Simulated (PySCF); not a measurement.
**Vertical excitation energies**

(Cl)2Sn(OSiH2)2O.
Bonds: Sn1–Cl2, Sn1–Cl3, Sn1–O4, Sn1–O8, O4–Si5, Si5–O6, O6–Si7, Si7–O8. Hydrogens: H9, H10 on Si5; H11, H12 on Si7.

Method: TDDFT CAM-B3LYP/def2-SVPD, vertical, gas phase, core orbitals frozen in the response, def2 core potentials past Kr in PySCF 2.14.0, density-fitted response routines. Geometry: PBE0-D3(BJ)/def2-SVP, one conformer, isolated molecule. Spin–orbit coupling is left out.

Question: What does the calculation give for the low-lying excited states?

Answer: 

| state | E (eV) | E (kJ/mol) | λ (nm) | f | \|μ\| (D) | main configurations (H = HOMO, L = LUMO) |
| --- | --- | --- | --- | --- | --- | --- |
| S1 | 5.40 | 521 | 229.8 | 0.0069 | 0.58 | H→L (56%), H-2→L (36%) |
| S2 | 5.43 | 523 | 228.5 | 0.0001 | 0.07 | H-1→L (78%), H-3→L (8%) |
| S3 | 5.72 | 552 | 216.8 | 0.060 | 1.66 | H-2→L (59%), H→L (32%) |
| S4 | 5.80 | 559 | 213.9 | 0.0001 | 0.08 | H-4→L (42%), H-3→L (37%), H-1→L (11%) |
| S5 | 5.88 | 567 | 210.9 | 0.036 | 1.27 | H-3→L (39%), H-4→L (32%), H-8→L (22%) |
| S6 | 5.93 | 572 | 209.1 | 0.037 | 1.29 | H-6→L (73%), H-5→L (21%) |
| S7 | 6.25 | 603 | 198.3 | 0.039 | 1.28 | H-8→L (66%), H-4→L (13%), H-3→L (9%) |
| S8 | 6.35 | 612 | 195.4 | 0.027 | 1.05 | H-5→L (70%), H-6→L (21%) |
| S9 | 6.53 | 630 | 189.9 | 0.069 | 1.66 | H-7→L (79%), H→L (8%) |
| S10 | 7.62 | 736 | 162.6 | 0.021 | 0.84 | H→L+1 (69%), H→L+5 (16%) |

Triplets (Tamm–Dancoff): T1 5.05 eV, H-2→L (50%), H→L (36%); T2 5.07 eV, H-1→L (64%), H-3→L (14%), H-4→L (11%); T3 5.17 eV, H-2→L (41%), H→L (26%), H-7→L (25%); T4 5.35 eV, H-4→L (52%), H-3→L (35%).

The lowest singlet comes at 230 nm (521 kJ/mol) in the ultraviolet; it is weak; its leading configuration is HOMO→LUMO (56%). The most intense listed level is S9 at 6.53 eV (190 nm, f = 0.069), 1.13 eV above S1. Löwdin shares by element: HOMO silicon 27%, oxygen 20% or more, hydrogen 10% or more (atoms not listed hold the other 43%); LUMO chlorine 44%, tin 25%, oxygen 12% or more (atoms not listed hold the other 18%). Of the 10 states listed, 7 reach f = 0.01 and 2 stay under 0.0005. The listed states span 2.23 eV, and the widest gap between neighbours is 1.10 eV (S9 to S10). All these states lie below the vertical ionisation energy of 10.87 eV (ΔSCF). Singlets were solved by full linear response, triplets in the Tamm–Dancoff approximation.

Hardware: Arm Neoverse V1, one thread, shared host with 32 logical CPUs at a one-minute load of 8.9. Cost: 6.5 min wall (grids of density and orbitals included), 1.6 GiB resident at most.
